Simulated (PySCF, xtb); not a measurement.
Si(Me)(Cl)3 cation (CH₃Cl₃Si), SMILES C[Si](Cl)(Cl)Cl (connectivity only; charge and spin as stated), charge +1, multiplicity 2.

Harmonic wavenumbers (cm⁻¹) from GFN2-xTB (xtb 6.7.1) at its own minimum, in rising order: 107, 108, 139, 140, 153, 188, 387, 457, 529, 529, 760, 761, 1221, 1361, 1361, 3030, 3068, 3068.

Problem. What does PBE-D3(BJ)/def2-SVP (PySCF 2.14.0) give at its own minimum? (The exact figures need the calculation; the answer reports its results.)

Solution. 129, 129, 172, 172, 181, 211, 413, 416, 561, 561, 622, 622, 1083, 1319, 1319, 2974, 3146, 3146. Paired by order, the mean absolute difference is 56 cm⁻¹ and the zero-point energies are 24.8 and 24.6 kcal/mol.
